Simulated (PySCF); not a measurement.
Field gradients from PBE0/pcSseg-1 densities (PySCF, non-relativistic) at GFN2-xTB geometries, isolated species, one conformer each; χzz is the principal value of largest magnitude, with Q(14N) = 0.02044 b. GFN2-xTB bond lengths can be off by several hundredths of an ångström, more for odd bonds, and the gradients follow them. The basis is small and wasn't made for field gradients, so the couplings can be 20 % off.

(1) Rank these 14N sites by the size of the quadrupole coupling, smallest first.
A. N6 (silicon-bound nitrogen) in `[CH3:1][NH:2][Si@@H:3]([PH2:4])[SiH2:5][N:6]([CH3:7])[CH3:8]`
B. N3 (pyridine-type nitrogen) in `[CH3:1][c:2]1[n:3][n:4][c:5]([SiH3:6])[o:7]1`
C. N2 (silicon-bound nitrogen) in `[CH3:1][NH:2][Si@@:3]([SiH3:4])([PH2:5])[N:6]([CH3:7])[CH3:8]`
D. N7 (silicon-bound nitrogen) in `[CH3:1][CH2:2][N:3]([SiH3:4])[Si@:5]([CH3:6])([NH2:7])[PH2:8]`
E. The sulfonyl-bound nitrogen of `CS(=O)(=O)NS(C)(=O)=O`
F. N3 (nitrogen bridging silicon atoms) in `[NH2:1][Si@@H:2]([NH:3][SiH3:4])[C:5]1([F:6])[CH2:7][CH2:8]1`

Answers

(1) F (3.867 MHz), D (4.497 MHz), C (4.833 MHz), B (5.077 MHz), A (5.452 MHz), E (5.720 MHz).

All sites together:

| nucleus | site | Vzz (au) | η | χzz (MHz) |
| --- | --- | --- | --- | --- |
| 14N | N7 (silicon-bound nitrogen) in [CH3:1][CH2:2][N:3]([SiH3:4])[Si@:5]([CH3:6])([NH2:7])[PH2:8] | -0.936 | 0.36 | -4.497 |
| 14N | N3 (pyridine-type nitrogen) in [CH3:1][c:2]1[n:3][n:4][c:5]([SiH3:6])[o:7]1 | -1.057 | 0.24 | -5.077 |
| 14N | N3 (nitrogen bridging silicon atoms) in [NH2:1][Si@@H:2]([NH:3][SiH3:4])[C:5]1([F:6])[CH2:7][CH2:8]1 | -0.805 | 0.43 | -3.867 |
| 14N | N2 (silicon-bound nitrogen) in [CH3:1][NH:2][Si@@:3]([SiH3:4])([PH2:5])[N:6]([CH3:7])[CH3:8] | -1.006 | 0.36 | -4.833 |
| 14N | the sulfonyl-bound nitrogen of CS(=O)(=O)NS(C)(=O)=O | -1.191 | 0.17 | -5.720 |
| 14N | N6 (silicon-bound nitrogen) in [CH3:1][NH:2][Si@@H:3]([PH2:4])[SiH2:5][N:6]([CH3:7])[CH3:8] | -1.135 | 0.33 | -5.452 |
